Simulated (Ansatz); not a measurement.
Isolated molecules relaxed with PBE0-D4/def2-TZVP in Ansatz; ΔE leaves out vibrations. CCSD(T)/CBS is the MP2 limit (def2-TZVPP, def2-QZVPP) plus CCSD(T) − MP2 in def2-TZVPP, frozen cores. Functionals use def2-TZVPP. B3LYP here is the variant with VWN-RPA as its local correlation; programs differ in this. One conformer a species, not always the lowest.

Reaction (redistribution): `[SiH3]BS[SiH3]` + `CO[SiH](C)C` → `C[SiH](C)O[SiH3]` + `CBS[SiH3]`

```json
{"level": "PBE-D4", "ΔE (kcal/mol)": "-47.2", "difference from CCSD(T)/CBS": "5.9"}
{"level": "r2SCAN-D4", "ΔE (kcal/mol)": "-52.1", "difference from CCSD(T)/CBS": "1.0"}
{"level": "PBE0-D4", "ΔE (kcal/mol)": "-49.8", "difference from CCSD(T)/CBS": "3.3"}
{"level": "B3LYP-D4", "ΔE (kcal/mol)": "-51.8", "difference from CCSD(T)/CBS": "1.3"}
{"level": "ωB97X-V", "ΔE (kcal/mol)": "-51.5", "difference from CCSD(T)/CBS": "1.6"}
{"level": "ωB97M-V", "ΔE (kcal/mol)": "-53.2", "difference from CCSD(T)/CBS": "-0.1"}
{"level": "B2PLYP", "ΔE (kcal/mol)": "-53.3", "difference from CCSD(T)/CBS": "-0.2"}
{"level": "PBE", "ΔE (kcal/mol)": "-47.2", "difference from CCSD(T)/CBS": "5.9"}
{"level": "r2SCAN", "ΔE (kcal/mol)": "-52.1", "difference from CCSD(T)/CBS": "1.0"}
{"level": "PBE0", "ΔE (kcal/mol)": "-49.8", "difference from CCSD(T)/CBS": "3.3"}
{"level": "B3LYP", "ΔE (kcal/mol)": "-51.8", "difference from CCSD(T)/CBS": "1.3"}
{"level": "HF/def2-TZVPP", "ΔE (kcal/mol)": "-56.7", "difference from CCSD(T)/CBS": "-3.6"}
{"level": "MP2/def2-TZVPP", "ΔE (kcal/mol)": "-55.3", "difference from CCSD(T)/CBS": "-2.2"}
{"level": "SCS-MP2/def2-TZVPP", "ΔE (kcal/mol)": "-54.6", "difference from CCSD(T)/CBS": "-1.5"}
{"level": "CCSD/def2-TZVPP", "ΔE (kcal/mol)": "-53.0", "difference from CCSD(T)/CBS": "0.1"}
{"level": "CCSD(T)/def2-TZVPP", "ΔE (kcal/mol)": "-52.2", "difference from CCSD(T)/CBS": "0.9"}
{"level": "HF/def2-QZVPP", "ΔE (kcal/mol)": "-57.2", "difference from CCSD(T)/CBS": "-4.1"}
{"level": "MP2/def2-QZVPP", "ΔE (kcal/mol)": "-56.1", "difference from CCSD(T)/CBS": "-3.0"}
{"level": "SCS-MP2/def2-QZVPP", "ΔE (kcal/mol)": "-55.4", "difference from CCSD(T)/CBS": "-2.3"}
{"level": "HF/CBS(def2)", "ΔE (kcal/mol)": "-57.3", "difference from CCSD(T)/CBS": "-4.2"}
{"level": "MP2/CBS(def2)", "ΔE (kcal/mol)": "-56.3", "difference from CCSD(T)/CBS": "-3.2"}
{"level": "CCSD/CBS(def2)", "ΔE (kcal/mol)": "-54.0", "difference from CCSD(T)/CBS": "-0.9"}
{"level": "CCSD(T)/CBS", "ΔE (kcal/mol)": "-53.1", "difference from CCSD(T)/CBS": "0"}
```

Largest T1 diagnostic among the species: 0.015.

In def2-TZVPP, CCSD(T) changes the Hartree–Fock value by +4.5 kcal/mol (the triples alone add +0.9 kcal/mol) and MP2 by +1.3 kcal/mol. From PBE to PBE0 (25 % exact exchange), in def2-TZVPP and without D4, ΔE moves by −2.6 kcal/mol.
